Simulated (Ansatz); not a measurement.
Diatomic Se₂, multiplicity 3 (the spin of the measured ground state). No spin–orbit coupling. Se is treated without relativity.

D_e counts from the fitted minimum to each atom's lowest state at the same level, without counterpoise.

Correlated levels freeze the inner cores; with def2 sets outer-core shells near the valence are correlated too.

Run with Ansatz (Gaussian basis) for Hartree–Fock, density functionals and correlated methods. 

| level | bond energy D_e (kcal/mol) |
|---|---|
| PBE/def2-TZVPP | 94.76 |
| B97M-V/def2-TZVPP | 85.34 |
| B3LYP/def2-TZVPP | 84.05 |
| BHLYP/def2-TZVPP | [?] |
| wB97X-V/def2-TZVPP | 82.74 |
| wB97M-V/def2-TZVPP | 78.78 |
| B2PLYP/def2-TZVPP | 83.29 |
| CCSD/def2-TZVPP | [?] |
| CCSD(T)/def2-TZVPP | 77.83 |

Task: Complete the blanks.

Result: 
- BHLYP/def2-TZVPP, bond energy D_e (kcal/mol): 73.22
- CCSD/def2-TZVPP, bond energy D_e (kcal/mol): 71.66

Ansatz is a program for electronic structure.
